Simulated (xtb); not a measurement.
xtb input (GFN-FF):

```bash
xtb mol.xyz --gfnff --opt tight --chrg 0 --uhf 0
```
mol.xyz:
```
12

C     -3.53363597    -1.11263918    -0.29867187
C     -2.03697299    -1.19825411    -0.49506777
O     -1.44299253    -0.03813007     0.11938063
Ge     0.29196579     0.18966291     0.08134657
Cl     0.99971420     0.29345763    -1.94194027
Cl     0.69373811     2.01358711     1.09954165
Cl     1.29319278    -1.44204421     1.05111311
H     -4.01823298    -1.97894984    -0.75347996
H     -3.78037125    -1.09401903     0.76321237
H     -3.93000399    -0.20915756    -0.76282324
H     -1.63492723    -2.10381778    -0.03142856
H     -1.78474238    -1.21787764    -1.55932446
```

End of the output:

```
         :::::::::::::::::::::::::::::::::::::::::::::::::::::
         ::                     SUMMARY                     ::
         :::::::::::::::::::::::::::::::::::::::::::::::::::::
         :: total energy              -1.273820136899 Eh    ::
         :: gradient norm              0.000146658886 Eh/a0 ::
         ::.................................................::
         :: bond energy               -1.285443856495 Eh    ::
         :: angle energy               0.016662942789 Eh    ::
         :: torsion energy             0.000009137642 Eh    ::
         :: repulsion energy           0.077558030557 Eh    ::
         :: electrostat energy        -0.073848459780 Eh    ::
         :: dispersion energy         -0.008066629900 Eh    ::
         :: HB energy                 -0.000000005152 Eh    ::
         :: XB energy                  0.000000000000 Eh    ::
         :: bonded atm energy         -0.000691296561 Eh    ::
         :: external energy            0.000000000000 Eh    ::
         :: add. restraining           0.000000000000 Eh    ::
         :: total charge               0.000000000000 e     ::
         :::::::::::::::::::::::::::::::::::::::::::::::::::::

           -------------------------------------------------
          |                Property Printout                |
           -------------------------------------------------

molecular dipole:
                 x           y           z       tot (Debye)
 q only:       -1.300      -0.802      -0.337       3.976
           -------------------------------------------------
          |                Geometry Summary                 |
           -------------------------------------------------

      molecular mass/u    :      224.0469434
   center of mass at/Å    :        0.0642972       0.0201453       0.0053766
  moments of inertia/u·Å² :        0.4155041E+03   0.6697086E+03   0.6887535E+03
Note: The following floating-point exceptions are signalling: IEEE_UNDERFLOW_FLAG IEEE_DENORMAL
normal termination of xtb
rotational constants/cm⁻¹ :        0.4057152E-01   0.2517159E-01   0.2447557E-01

 * 11 selected distances

     #   Z          #   Z                                           value/Å
     1   6 C        2   6 C                                       1.5164240
     2   6 C        3   8 O                                       1.4009421
     3   8 O        4  32 Ge                                      1.7885725
     4  32 Ge       5  17 Cl                                      2.1589705
     4  32 Ge       6  17 Cl                                      2.1670562 (max)
     4  32 Ge       7  17 Cl                                      2.1589705
     1   6 C        8   1 H                                       1.0910064
     1   6 C        9   1 H                                       1.0901350
     1   6 C       10   1 H                                       1.0901350 (min)
     2   6 C       11   1 H                                       1.1011393
     2   6 C       12   1 H                                       1.1011393

 * 5 distinct bonds (by element types)

   Z      Z             #   av. dist./Å        max./Å        min./Å
   1 H    6 C           5     1.0947110     1.1011393     1.0901350
   6 C    6 C           1     1.5164240     1.5164240     1.5164240
   6 C    8 O           1     1.4009421     1.4009421     1.4009421
   8 O   32 Ge          1     1.7885725     1.7885725     1.7885725
  17 Cl  32 Ge          3     2.1616658     2.1670562     2.1589705

optimized geometry written to: xtbopt.xyz

           -------------------------------------------------
          | TOTAL ENERGY               -1.273820136899 Eh   |
          | GRADIENT NORM               0.000146658886 Eh/α |
           -------------------------------------------------
########################################################################
[WARNING] Runtime exception occurred
-1- gfnff_setup: Could not read topology file.
########################################################################

------------------------------------------------------------------------
------------------------------------------------------------------------
 total:
 SCF:
 ANC optimizer:
```
